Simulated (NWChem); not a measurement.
# C4H6F2; SMILES C1[C@H](F)C[C@@H]1F

```xyz
12

F      0.0000     2.1426    -0.4539
C      0.0000     1.0568     0.3730
C      1.0768     0.0000     0.1130
C      0.0000    -1.0568     0.3730
F      0.0000    -2.1426    -0.4539
C     -1.0768     0.0000     0.1130
H      0.0000     1.4220     1.4136
H      1.9966     0.0000     0.7140
H      1.3285     0.0000    -0.9584
H      0.0000    -1.4220     1.4136
H     -1.3285     0.0000    -0.9584
H     -1.9966     0.0000     0.7140
```
Atoms are numbered in this order, from 1.

Program: NWChem. Pople sets run with spherical d functions. Coordinates come from a PBE0/def2-SVP optimisation. Level TPSS/6-31G*: single points from the atomic guess with DIIS by default; each run changes one setting, and all converged runs end within 0.3 mHa of each other.

| setting | SCF iterations |
|---|---|
| defaults | 8 |
| level shift of 0.5 Ha throughout | 11 |
| occupation smearing of 0.005 Ha | 8 |
| DIIS on 20 Fock matrices | 7 |
| 70 % damping for 30 cycles | 33 |
| core-Hamiltonian guess | 13 |
